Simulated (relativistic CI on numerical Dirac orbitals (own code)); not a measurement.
**Magnetism of Ni+, 3d9, in a crystal field**

Calculated by Dirac-Coulomb-Breit CI, KLI orbitals optimised for each configuration, a model potential for QED, valence Slater integrals scaled by 0.65, one configuration in a parametric crystal field (own radial code).

Field parameters in Wybourne normalisation: D3d B²₀ = −7Dσ, B⁴₀ = −14Dq − 21Dτ, B⁴₃ = −14√(10/7) Dq; D4h B²₀ = −7Ds, B⁴₀ = 21(Dq − Dt), B⁴₄ = 21√(5/14) Dq; Oh B⁴₀ = 21Dq, B⁴₄ = √(5/14) B⁴₀; Td as Oh with Dq negative (B⁴₀ = 21Dq, B⁴₄ = √(5/14) B⁴₀). The field is a parameter set, without covalency.

S is read from ⟨S²⟩ = S(S + 1).

Powder χT (cm³ K mol⁻¹) by Van Vleck's formula, with temperature-independent terms:

| Field | 2 K | 5 K | 10 K | 20 K | 50 K | 100 K | 200 K | 300 K |
| --- | --- | --- | --- | --- | --- | --- | --- | --- |
| D3d, 10Dq = 4150, Dσ = -360, Dτ = 470 cm⁻¹ | 0.379 | 0.383 | 0.39 | 0.405 | 0.448 | 0.518 | 0.606 | 0.641 |
| D4h, 10Dq = 3950, Ds = -920, Dt = -160 cm⁻¹ | 0.504 | 0.505 | 0.506 | 0.507 | 0.512 | 0.52 | 0.536 | 0.552 |
| D4h, 10Dq = 6650, Ds = 880, Dt = 320 cm⁻¹ | 0.497 | 0.497 | 0.498 | 0.499 | 0.504 | 0.511 | 0.526 | 0.541 |
| Oh, 10Dq = 12950 cm⁻¹ | 0.442 | 0.443 | 0.443 | 0.444 | 0.446 | 0.45 | 0.458 | 0.466 |
| Oh, 10Dq = 15850 cm⁻¹ | 0.43 | 0.43 | 0.431 | 0.431 | 0.433 | 0.437 | 0.443 | 0.45 |
| Td, 10Dq = -3950 cm⁻¹ | 0.379 | 0.385 | 0.395 | 0.414 | 0.473 | 0.57 | 0.756 | 0.893 |
| Td, 10Dq = -4050 cm⁻¹ | 0.379 | 0.385 | 0.395 | 0.414 | 0.472 | 0.569 | 0.753 | 0.889 |
| Td, 10Dq = -5550 cm⁻¹ | 0.379 | 0.384 | 0.393 | 0.41 | 0.463 | 0.55 | 0.718 | 0.844 |

For Oh, 10Dq = 15850 cm⁻¹: what effective moment follows at 300 K?

μ_eff = √(8χT) = 1.90 μB. The ground level has S = 0.50; the spin-only moment for S = 1/2 is 1.73 μB. The difference comes from the orbital moment, spin-orbit mixing of terms and temperature-independent paramagnetism, all larger in this ionic model than in covalent complexes.
